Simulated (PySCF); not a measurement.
Does the structure fit the spectrum?

A compound C4H9O2PSi gives the data below (simulated from a calculation) and was assigned the structure `CC(=O)/C=C\O[SiH2]P`.

$^{13}$C{$^{1}$H} NMR (computed): δ 204.9 (C), 158.8 (C), 111.3 (CH2), 25.7 (CH3).

$^{1}$H NMR (300 MHz, computed): δ 5.70 (br s, 1H), 5.57 (m, 2H), 5.49 (br s, 1H), 2.45 (s, 3H), 1.28 (m, 2H).

- GIAO PBE0/pcSseg-1 shieldings
- geometry: GFN2-xTB
- run in PySCF 2.14
- non-relativistic, one computed conformer, no solvent, rapidly exchanging positions averaged

Scale: $^{1}$H (31.72 ppm) and $^{13}$C (186.93 ppm) against TMS (reference shieldings calculated alike).

(1) Compare with the shifts computed for the proposed structure, pairing carbons in order of shift.

(2) Which isomer fits?

## Answers

(1) Structure with atom numbers: `[CH3:1][C:2](=[O:3])/[CH:4]=[CH:5]\[O:6][SiH2:7][PH2:8]`; H(Xn) means a hydrogen on atom n.

| atom | computed for proposal | given list | difference |
| --- | --- | --- | --- |
| C2 | 195.8 | 204.9 | -9.1 |
| C5 | 155.8 | 158.8 | -3.0 |
| C4 | 113.3 | 111.3 | +2.0 |
| C1 | 34.3 | 25.7 | +8.6 |

The rms difference is 6.5 ppm and the largest -9.1 ppm at C2 (ketone carbonyl carbon). The carbon types in order of shift don't match either: C, CH, CH, CH3 for the proposal against C, C, CH2, CH3 in the data. The proposal doesn't fit.

(2) `C(=C)(O[SiH2]P)C(C)=O`.

1. δC 204.9: ketone carbonyl carbon; the double bond to the heteroatom, with no lone-pair donor beside it, deshields it most.
2. δC 158.8: alkene carbon bearing oxygen; an sp2 carbon further deshielded by the attached heteroatom.
3. δC 111.3: β carbon of a C=C–C=O unit.
4. δH 2.45: hydrogen on a methyl carbon α to a carbonyl; α to C=O.

Other isomers checked: CC(=O)/C=C/O[SiH2]P (rms 6.8 ppm); C=CP([SiH3])C(=O)OC (rms 21.1 ppm).

The data come from this structure; uniqueness wasn't tested.

Splittings by $^{31}$P in the carbon and heteronuclear signals aren't shown, as no couplings were computed. Shifts are as computed. Against solution values, carbons near 30 ppm lie about +3 ppm off and those near 130 ppm about +5 ppm. Of 1309 compounds with measured shifts, 239 miss one by over three times the rms of a fit or turn the order of signals round; such compounds aren't used in these exercises. Multiplicities follow the n + 1 count of equivalent neighbours, as no J values were calculated; m marks all less simple cases, F and P coupling included.
